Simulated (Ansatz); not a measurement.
The same path of CH7AlN2 + ClH (13 atoms, charge 0, multiplicity 1) was run 3 times with different band settings. Lost on the way: Al1–C2, H5–Cl6. Made: Al1–Cl6, C2–H5.

These are results of Ansatz 0.2.0, RKS B3LYP-D4/def2-SVP, not measurements.

Relaxed end points:

```xyz
13
Properties=species:S:1:pos:R:3
Al -0.468 -0.252 -0.147
C 0.091 1.627 -0.009
N -1.325 -1.031 1.205
N -0.343 -1.108 -1.704
H 2.524 0.673 0.801
Cl 2.629 -0.611 0.896
H -0.733 2.306 -0.291
H 0.935 1.867 -0.680
H 0.384 1.904 1.019
H -1.696 -1.976 1.213
H -1.461 -0.608 2.117
H -0.647 -2.059 -1.890
H 0.110 -0.732 -2.531
```

```xyz
13
Properties=species:S:1:pos:R:3
Al 0.114 -1.256 0.090
C 0.571 1.995 0.083
N -1.128 -1.169 1.344
N -0.237 -1.277 -1.643
H 1.608 1.811 0.397
Cl 2.136 -1.395 0.697
H 0.388 1.494 -0.880
H 0.398 3.076 -0.028
H -0.117 1.590 0.840
H -2.131 -1.130 1.194
H -0.923 -1.166 2.338
H -1.157 -1.232 -2.069
H 0.478 -1.340 -2.361
```

Common settings: movable images 9; climbing image yes; spring 5.0 eV/Å²; optimiser quadratic models (default); start path through a guess of the saddle point; end points relaxed.

| run | force threshold | iteration limit |
| --- | --- | --- |
| 1 | 0.03 eV/Å | 53 |
| 2 | 0.5 eV/Å | 54 |
| 3 | 0.5 eV/Å | 48 |

(1) What does each run give, and how far can it be trusted?

Results:

(1) Run 1: converged after 14 iterations, highest image 0.323 eV above the first end. A vibrational analysis at the climbing image gives one clearly imaginary mode, 580i cm⁻¹: a first-order saddle point.
Run 2: converged after 5 iterations, highest image 0.369 eV above the first end. The threshold of 0.5 eV/Å is loose, so the images may lie well off the minimum-energy path. The order of the stationary point at the top wasn't checked.
Run 3: converged after 5 iterations, highest image 0.369 eV above the first end. The threshold of 0.5 eV/Å is loose, so the images may lie well off the minimum-energy path. The order of the stationary point at the top wasn't checked.
The orbitals stay closed-shell, which can raise the energy where a bond breaks towards radicals; this wasn't checked here.
